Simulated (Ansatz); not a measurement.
```xyz
14

O     3.806   -0.467   -2.316
Au    2.174   -0.244   -1.283
N     0.421   -0.060   -0.287
C     0.375    0.483    0.936
C    -0.803    0.617    1.643
C    -1.986    0.176    1.073
C    -1.939   -0.385   -0.192
C    -0.723   -0.486   -0.838
H     4.538   -0.116   -1.802
H     1.320    0.814    1.344
H    -0.783    1.064    2.628
H    -2.925    0.267    1.605
H    -2.833   -0.746   -0.684
H    -0.642   -0.918   -1.827
```

Total charge 0; spin multiplicity 1. Au takes the def2 core potential.

(1) List the r2SCAN/def2-TZVPP orbital energies in eV (Ansatz 0.2.0). (Best estimate.)

## Answers

(1) Computed: Occupied: -514.11, -387.68, -275.12, -275.11, -274.53, -274.36, -274.36, -111.30, -62.27, -61.69, -61.69, -26.39, -23.78, -22.21, -21.07, -17.58, -17.42, -14.87, -13.51, -12.92, -12.21, -11.89, -11.70, -10.73, -10.11, -9.51, -8.96, -7.84, -7.67, -7.62, -6.91, -6.91, -6.51, -5.86, -5.01. Lowest empty: -2.70, -2.12, -0.04, 0.44, 0.77, 1.25, 1.83, 1.95.
